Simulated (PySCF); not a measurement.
PbClBr, SMILES [Cl][Pb][Br] (connectivity only; charge and spin as stated), neutral, multiplicity 1. Geometry optimised at B3LYP-D3(BJ)/def2-TZVP. The def2 effective core potentials stand for the cores of Pb; spin–orbit coupling is left out.

Level of theory: B3LYP-D3(BJ)/def2-TZVP (PySCF).

Harmonic wavenumbers (cm⁻¹): 81, 205, 304. Rotational constants (GHz): 3.158, 1.072, 0.8004; symmetry number 1.

**Question.** Work out the zero-point energy and the ideal-gas rigid-rotor harmonic-oscillator thermochemistry at 298.15 K and 1 atm.

**Answer.** ZPE = ½ Σ hcν = ½ × 590 cm⁻¹ = 0.84 kcal/mol. H − E(el) = 4.31 kcal/mol. Entropy in cal/(mol K): translation 43.21, rotation 29.16, vibration 7.36, total 79.73. G − E(el) = -19.47 kcal/mol. Cp = 13.41 cal/(mol K). Modes under 150 cm⁻¹ make the vibrational entropy uncertain.
